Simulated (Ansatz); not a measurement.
## Ansatz (development build ahead of 0.2.0) run

```yaml
crystal:
  periodic: [false, false, false]
  atoms:
    - { symbol: Sc, position_ang: [0.0, 0.0, 0.0] }
    - { symbol: O, position_ang: [0.0, 2.8226, 0.0] }
    - { symbol: P, position_ang: [0.0, -3.3129, 0.0] }
basis:
  gaussian: { orbitals: pcseg-2 }
magnetization:
  spin_polarized: true
hamiltonian:
  xc: { name: wB97X }
```

The input is written out in the form of the current development build from the run's settings.

The run gave:

```
Converged                       : yes
Total energy                    : -1177.06924 hartree
Spin squared of the determinant : 2.050
Stability test                  : minimum
```

Caution: the unrestricted determinant is a mixture of spin states.
